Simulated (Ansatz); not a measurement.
H5GeNSi, SMILES `[NH2][Ge][SiH3]` (excited triplet) (charge 0, multiplicity 3). This triplet is an excited state, 1.44 eV above the relaxed singlet at the level frozen-core CCSD(T)/cc-pVDZ // PBE0-D3(BJ)/def2-TZVP (Ansatz, an electronic-structure program).

These are Ansatz with r2SCAN0/cc-pVTZ // PBE0-D3(BJ)/def2-TZVP values and carry that method's errors.

Ansatz 0.2 input:
```yaml
crystal:
  periodic: [false, false, false]
  atoms:
    - { symbol: N, position_ang: [1.924033, -0.29994, -0.325884] }
    - { symbol: Ge, position_ang: [0.684582, -0.014584, 1.016742] }
    - { symbol: Si, position_ang: [-1.540758, 0.231042, 0.154738] }
    - { symbol: H, position_ang: [2.603322, 0.429262, -0.493522] }
    - { symbol: H, position_ang: [2.372999, -1.204693, -0.359095] }
    - { symbol: H, position_ang: [-2.405994, 0.45903, 1.340499] }
    - { symbol: H, position_ang: [-1.991918, -0.992743, -0.563056] }
    - { symbol: H, position_ang: [-1.646266, 1.392623, -0.77042] }
basis:
  gaussian: { orbitals: cc-pVTZ }
hamiltonian:
  xc: r2scan0
magnetization:
  spin_polarized: true
  initial_magnetization: 2
```

Output:

```
Functional definition: r2SCAN0
1176 factors; their error is unknown
mean field evaluation 1: about -65959.0421 eV, gradient 3.9e1 eV
mean field evaluation 2: about -65942.5425 eV, gradient 6.5e1 eV
mean field evaluation 4: about -65964.9159 eV, gradient 2.3e0 eV
mean field evaluation 8: about -65964.9575 eV, gradient 1.2e-1 eV
mean field evaluation 16: about -65965.1940 eV, gradient 7.8e-4 eV
mean field -65965.19402363 eV, -2424.1761675539 hartree, gradient 4.0e-5 eV, S^2 2.010199; 0 other end points of the search recorded, 0 dependent functions left out
reference -65965.19403571 eV, -2424.1761679978 hartree; 30, 28 occupied and 147, 149 virtual orbitals, 1176 factors
Total energy: -65965.19403571 eV, -2424.1761679978 hartree
```
